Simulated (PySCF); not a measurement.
Problem. Write Cartesian coordinates for `N#C/C=N\[SiH2][TeH]` as optimised with PBE0-D3(BJ)/def2-SVP.

Solution. 
```xyz
10
C2H4N2SiTe angstrom
N     -0.6840    2.6246   -0.2091
C     -1.0773    1.5352   -0.2418
C     -1.6215    0.1849   -0.2321
N     -0.9634   -0.8783   -0.0841
Si     0.7243   -1.2853    0.1823
Te     2.4919    0.2668   -0.6664
H     -2.7206    0.1558   -0.3490
H      0.8132   -1.4884    1.6563
H      0.9713   -2.5553   -0.5498
H      2.1168    1.4188    0.4738
```

Any rigid rotation of these coordinates is as good. Atoms count from 1 in this order. Of the pairs four or more bonds apart, C2···Te6 is among the closest relative to their van der Waals radii: 3.81 Å, 101 % of the sum of Bondi's values. The C–N distances run from 1.159 Å (N1≡C2, drawn triple) to 1.259 Å (C3=N4, drawn double), a spread of 0.100 Å. Si5 (SiH2 silicon) is distorted tetrahedral (angles from 103.8° to 118.9°).

Bonds between heavy atoms (Å): N1≡C2 1.159, C2–C3 1.456, C3=N4 1.259, N4–Si5 1.756, Si5–Te6 2.501.

Computed with PBE0-D3(BJ)/def2-SVP geometry optimisation, gas phase, def2 core potentials past Kr (PySCF 2.14.0).

Point group: C1 (no symmetry element, even within 0.4 Å). Not checked by PBE0-D3(BJ)/def2-SVP frequencies. One conformer, not necessarily the lowest (C3–N4–Si5–Te6 -28°, N4–Si5–Te6–H 71°).

Hardware: one thread of an Arm Neoverse V2, no GPU, shared host with 96 logical CPUs at a one-minute load of 85. Cost: 2.9 min, 0.52 GiB resident at most. These figures are those of the optimisation.
